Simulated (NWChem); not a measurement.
System: TiH₄S₃; SMILES [SH][TiH]([SH])[SH]

NWChem input:

```
start job
memory heap 200 mb stack 900 mb global 1100 mb
geometry units angstroms noautosym nocenter noautoz
  Ti     0.024243     0.037499     0.358347
  H      0.157840    -0.282838     2.000363
  S     -0.858369     2.111105     0.184057
  H      0.217770     2.452786    -0.569484
  S     -1.313847    -1.572076    -0.453803
  H     -0.393067    -2.414884     0.090294
  S      2.141885    -0.154348    -0.405197
  H      2.447198     0.641825     0.656704
end
basis spherical
  * library pcsseg-1
end
dft
  xc slater vwn_5
  iterations 150
end
property
  shielding
end
task dft property
```

Parts of the log:

```
             Northwest Computational Chemistry Package (NWChem) 7.3.0
             --------------------------------------------------------

                             Geometry "geometry" -> ""
                             -------------------------

 Output coordinates in angstroms (scale by  1.889725989 to convert to a.u.)

  No.       Tag          Charge          X              Y              Z
 ---- ---------------- ---------- -------------- -------------- --------------
    1 Ti                  22.0000     0.02424300     0.03749900     0.35834700
    2 H                    1.0000     0.15784000    -0.28283800     2.00036300
    3 S                   16.0000    -0.85836900     2.11110500     0.18405700
    4 H                    1.0000     0.21777000     2.45278600    -0.56948400
    5 S                   16.0000    -1.31384700    -1.57207600    -0.45380300
    6 H                    1.0000    -0.39306700    -2.41488400     0.09029400
    7 S                   16.0000     2.14188500    -0.15434800    -0.40519700
    8 H                    1.0000     2.44719800     0.64182500     0.65670400

 Effective nuclear repulsion energy (a.u.)     417.1329919135

                              NWChem Property Module
                              ----------------------

  itol2e modified to match energy
  convergence criterion.

                                 NWChem DFT Module
                                 -----------------

 Summary of "ao basis" -> "ao basis" (spherical)
 ------------------------------------------------------------------------------
       Tag                 Description            Shells   Functions and Types
 ---------------- ------------------------------  ------  ---------------------
 Ti                         pcsseg-1                15       45   5s6p3d1f
 H                          pcsseg-1                 3        5   2s1p
 S                          pcsseg-1                10       24   4s5p1d

  itol2e modified to match energy
  convergence criterion.

            General Information
            -------------------
          SCF calculation type: DFT
          Wavefunction type:  closed shell.
          No. of atoms     :     8
          No. of electrons :    74
           Alpha electrons :    37
            Beta electrons :    37
          Charge           :     0
          Spin multiplicity:     1
          Use of symmetry is: off; symmetry adaption is: off
          Maximum number of iterations: 150
          AO basis - number of functions:   137
                     number of shells:    57
          Convergence on energy requested:  1.00D-07
          Convergence on density requested:  1.00D-05
          Convergence on gradient requested:  5.00D-04

              XC Information
              --------------
                        Slater Exchange Functional  1.000 local
                      VWN V Correlation Functional  1.000 local

             Grid Information
             ----------------
          Grid used for XC integration:  fine
          Radial quadrature: Mura-Knowles
          Angular quadrature: Lebedev.
          Tag              B.-S. Rad. Rad. Pts. Rad. Cut. Ang. Pts.
          ---              ---------- --------- --------- ---------
          Ti                  1.40      140          10.0       974
          H                   0.35       60          13.0       590
          S                   1.00      123          12.0       770
          Grid pruning is: on
          Number of quadrature shells:   749
          Spatial weights used:  Erf1

      Superposition of Atomic Density Guess
      -------------------------------------

 Sum of atomic energies:       -2042.59493903

      Non-variational initial energy
      ------------------------------

 Total energy =   -2043.275611
 1-e energy   =   -3643.660713
 2-e energy   =    1183.252110
 HOMO         =      -0.327547
 LUMO         =       0.007133

   convergence    iter        energy       DeltaE   RMS-Dens  Diis-err
 ---------------- ----- ----------------- --------- --------- ---------
 d= 0,ls=0.0,diis     1  -2039.7519007194 -2.46D+03  4.61D-02  5.14D+00
 d= 0,ls=0.0,diis     2  -2017.5501518363  2.22D+01  2.75D-02  2.28D+02
 d= 0,ls=0.0,diis     3  -2030.7969591011 -1.32D+01  8.39D-03  1.16D+02
 d= 0,ls=0.0,diis     4  -2032.7035256803 -1.91D+00  9.48D-03  9.74D+01
 d= 0,ls=0.0,diis     5  -2033.2854988093 -5.82D-01  1.19D-02  8.92D+01
 d= 0,ls=0.0,diis     6  -2036.6051834696 -3.32D+00  1.19D-02  4.71D+01
 d= 0,ls=0.0,diis     7  -2039.4917322230 -2.89D+00  1.25D-02  8.05D+00
 d= 0,ls=0.0,diis     8  -2040.1427224031 -6.51D-01  7.72D-03  7.96D-01
 d= 0,ls=0.0,diis     9  -2040.2390101561 -9.63D-02  3.55D-03  3.52D-01
  Resetting Diis
 d= 0,ls=0.0,diis    10  -2040.2788949713 -3.99D-02  1.23D-03  6.58D-02
 d= 0,ls=0.0,diis    11  -2040.2867139784 -7.82D-03  9.94D-04  2.29D-03
 d= 0,ls=0.0,diis    12  -2040.2844059557  2.31D-03  7.71D-04  1.73D-02
 d= 0,ls=0.0,diis    13  -2040.2864878379 -2.08D-03  2.60D-04  5.12D-03
 d= 0,ls=0.0,diis    14  -2040.2870914441 -6.04D-04  5.36D-05  6.29D-05
 d= 0,ls=0.0,diis    15  -2040.2871002547 -8.81D-06  1.18D-05  2.25D-06
 d= 0,ls=0.0,diis    16  -2040.2871005766 -3.22D-07  3.95D-06  4.10D-07
 d= 0,ls=0.0,diis    17  -2040.2871006276 -5.10D-08  1.43D-06  6.48D-08

         Total DFT energy =    -2040.287100627581
      One electron energy =    -3648.157222366932
           Coulomb energy =     1305.097675334779
    Exchange-Corr. energy =     -114.360545508909
 Nuclear repulsion energy =      417.132991913481

 Numeric. integr. density =       73.999998723275

                       DFT Final Molecular Orbital Analysis
                       ------------------------------------

 Vector   35  Occ=2.000000D+00  E=-2.722989D-01
              MO Center= -9.7D-02, -3.9D-01,  6.6D-01, r^2= 3.8D+00
   Bfn.  Coefficient  Atom+Function         Bfn.  Coefficient  Atom+Function
  ----- ------------  ---------------      ----- ------------  ---------------
    46      0.306765  2 H  s                 95      0.216071  5 S  pz
    98      0.201939  5 S  pz                26      0.187545  1 Ti d  0
    25     -0.165713  1 Ti d -1              47      0.144594  2 H  s
    93     -0.138834  5 S  px               124     -0.138019  7 S  pz
    31      0.136477  1 Ti d  0              23      0.120675  1 Ti pz

 Vector   36  Occ=2.000000D+00  E=-2.692771D-01
              MO Center= -3.7D-01,  4.9D-01,  2.7D-01, r^2= 4.8D+00
   Bfn.  Coefficient  Atom+Function         Bfn.  Coefficient  Atom+Function
  ----- ------------  ---------------      ----- ------------  ---------------
    66      0.290283  3 S  pz                69      0.264734  3 S  pz
    95     -0.237891  5 S  pz                98     -0.213138  5 S  pz
    46      0.183069  2 H  s                 26      0.174779  1 Ti d  0
    64      0.139619  3 S  px                67      0.132793  3 S  px
    31      0.131025  1 Ti d  0             123      0.131272  7 S  py

 Vector   37  Occ=2.000000D+00  E=-2.616457D-01
              MO Center= -8.7D-02,  1.9D-01, -1.9D-01, r^2= 5.8D+00
   Bfn.  Coefficient  Atom+Function         Bfn.  Coefficient  Atom+Function
  ----- ------------  ---------------      ----- ------------  ---------------
   123     -0.251273  7 S  py               126     -0.236147  7 S  py
    66      0.233652  3 S  pz                95      0.224133  5 S  pz
    69      0.218058  3 S  pz                98      0.206388  5 S  pz
    93     -0.195979  5 S  px                64      0.186172  3 S  px
    67      0.184797  3 S  px                96     -0.185344  5 S  px

 Vector   38  Occ=0.000000D+00  E=-1.525383D-01
              MO Center=  1.2D-01,  9.5D-02,  3.0D-01, r^2= 2.0D+00
   Bfn.  Coefficient  Atom+Function         Bfn.  Coefficient  Atom+Function
  ----- ------------  ---------------      ----- ------------  ---------------
    27      0.454503  1 Ti d  1              32      0.305311  1 Ti d  1
    28     -0.283779  1 Ti d  2              37      0.255460  1 Ti d  1
    33     -0.189363  1 Ti d  2              38     -0.180860  1 Ti d  2
    69     -0.161354  3 S  pz               127      0.155980  7 S  pz
   105     -0.118199  6 H  s                 25      0.113232  1 Ti d -1

[...]

          -----------------------------------------
          Chemical Shielding Tensors (GIAO, in ppm)
          -----------------------------------------

                                NWChem CPHF Module
                                ------------------

  scftype          =     RHF
  nclosed          =       37
  nopen            =        0
  variables        =     3700
  # of vectors     =        3
  tolerance        = 0.10D-03
  level shift      = 0.00D+00
  max iterations   =       50
  max subspace     =       30

 SCF residual:    1.5372179688361517E-004

Iterative solution of linear equations
  No. of variables     3700
  No. of equations        3
  Maximum subspace       30
        Iterations       50
       Convergence  1.0D-04

   iter   nsub   residual    time
   ----  ------  --------  ---------
     1      3    3.13D-04     143.8
     2      6    4.35D-08     152.8

      Atom:    1  Ti
        Diamagnetic
   1620.9220     -0.2028     -0.9917
     -0.2028   1619.9035      2.4501
     -0.9917      2.4501   1608.4512

        Paramagnetic
  -3767.1489     22.3044     22.9134
     22.3044  -3736.8873    -64.7214
     22.9134    -64.7214  -3621.6320

        Total Shielding Tensor
  -2146.2269     22.1016     21.9218
     22.1016  -2116.9838    -62.2713
     21.9218    -62.2713  -2013.1809

           isotropic =   -2092.1305
          anisotropy =    -125.4859

          Principal Components and Axis System
                 1           2           3
            -2175.7878  -2117.2827  -1983.3211

      1         0.7105      0.7006      0.0663
      2        -0.6198      0.6677     -0.4123
      3        -0.3332      0.2519      0.9086

      Atom:    2  H
        Diamagnetic
     21.6821     -0.2703      1.2145
     -0.2703     21.9682     -3.3609
      1.2145     -3.3609     40.0529

        Paramagnetic
     18.2595      0.6532     -5.7435
      0.6532     15.4412     12.3201
     -5.7435     12.3201    -46.0464

        Total Shielding Tensor
     39.9416      0.3830     -4.5290
      0.3830     37.4094      8.9591
     -4.5290      8.9591     -5.9935

           isotropic =      23.7858
          anisotropy =      25.1476

          Principal Components and Axis System
                 1           2           3
               40.5509     39.0006     -8.1940

      1         0.9342      0.3443      0.0934
      2        -0.3223      0.9268     -0.1927
      3        -0.1529      0.1499      0.9768

      Atom:    3  S
        Diamagnetic
   1057.8224     -2.6151     -1.4230
     -2.6151   1062.6448     -0.5656
     -1.4230     -0.5656   1054.4135

        Paramagnetic
  -1738.2179   -428.5297    661.5729
   -428.5297   -527.2207    120.5422
    661.5729    120.5422  -1053.8136

        Total Shielding Tensor
   -680.3955   -431.1448    660.1499
   -431.1448    535.4241    119.9765
    660.1499    119.9765      0.5999

           isotropic =     -48.1238
          anisotropy =   -1713.8502

          Principal Components and Axis System
                 1           2           3
            -1190.6906    691.4412    354.8779

      1         0.8378     -0.3840      0.3881
      2         0.2432      0.8990      0.3643
      3        -0.4888     -0.2108      0.8466

      Atom:    4  H
        Diamagnetic
     30.0236      3.7936     -9.4327
      3.7936     29.2179     -6.6680
     -9.4327     -6.6680     23.0466

        Paramagnetic
     -5.0495     -6.0358     11.6470
     -6.0358    -10.3150     11.2002
     11.6470     11.2002      1.0106

        Total Shielding Tensor
     24.9741     -2.2422      2.2143
     -2.2422     18.9028      4.5322
      2.2143      4.5322     24.0571

           isotropic =      22.6447
          anisotropy =       6.7713

          Principal Components and Axis System
                 1           2           3
               27.1589     25.4767     15.2985

      1         0.5040      0.8091      0.3023
      2         0.3064     -0.4947      0.8133
      3         0.8075     -0.3172     -0.4972

      Atom:    5  S
        Diamagnetic
   1058.9477      2.5385      2.3723
      2.5385   1061.2770      1.5078
      2.3723      1.5078   1054.6442

        Paramagnetic
  -1403.9180    866.5559   -220.1059
    866.5559  -1152.3747    424.6565
   -220.1059    424.6565   -989.6219

        Total Shielding Tensor
   -344.9704    869.0944   -217.7336
    869.0944    -91.0977    426.1643
   -217.7336    426.1643     65.0224

           isotropic =    -123.6819
          anisotropy =   -1686.5639

          Principal Components and Axis System
                 1           2           3
            -1248.0578    719.5806    157.4315

      1         0.6955      0.5617     -0.4481
      2        -0.6416      0.7662     -0.0352
      3         0.3236      0.3120      0.8933

      Atom:    6  H
        Diamagnetic
     27.2972     -6.2139      5.3452
     -6.2139     37.7277     -4.2306
      5.3452     -4.2306     19.3318

        Paramagnetic
      0.9107      6.4171     -8.5954
      6.4171    -25.0281      3.7786
     -8.5954      3.7786      9.8580

        Total Shielding Tensor
     28.2080      0.2031     -3.2502
      0.2031     12.6996     -0.4521
     -3.2502     -0.4521     29.1898

           isotropic =      23.3658
          anisotropy =      12.9478

          Principal Components and Axis System
                 1           2           3
               31.9976     25.4134     12.6864

      1        -0.6516      0.7585     -0.0077
      2        -0.0246     -0.0110      0.9996
      3         0.7582      0.6515      0.0259

      Atom:    7  S
        Diamagnetic
   1063.5453      0.0011     -1.8364
      0.0011   1055.2389      1.9793
     -1.8364      1.9793   1055.7722

        Paramagnetic
   -442.9515   -227.9266   -310.7824
   -227.9266  -1499.0946   -542.4376
   -310.7824   -542.4376  -1349.3910

        Total Shielding Tensor
    620.5938   -227.9254   -312.6188
   -227.9254   -443.8557   -540.4583
   -312.6188   -540.4583   -293.6188

           isotropic =     -38.9602
          anisotropy =   -1445.1418

          Principal Components and Axis System
                 1           2           3
            -1002.3881    721.1998    164.3076

      1         0.2272      0.9630      0.1447
      2         0.7235     -0.0674     -0.6870
      3         0.6519     -0.2608      0.7121

      Atom:    8  H
        Diamagnetic
     30.5294      5.3158      5.7934
      5.3158     24.7225      9.9441
      5.7934      9.9441     28.7812

        Paramagnetic
    -14.6328     -9.9175     -7.0614
     -9.9175      5.2700    -13.1875
     -7.0614    -13.1875      0.2484

        Total Shielding Tensor
     15.8966     -4.6017     -1.2680
     -4.6017     29.9925     -3.2434
     -1.2680     -3.2434     29.0296

           isotropic =      24.9729
          anisotropy =      12.4257

          Principal Components and Axis System
                 1           2           3
               33.2567     27.4533     14.2088

      1        -0.1722     -0.2912      0.9410
      2         0.8058      0.5079      0.3046
      3        -0.5666      0.8107      0.1472
```

Level: LDA (Slater exchange, VWN5)/pcSseg-1, GIAO. Structure relaxed at the PBE0/def2-SVP level. Not confirmed as a minimum by frequencies. The printed shielding anisotropy is the first printed principal value minus the mean of the other two.
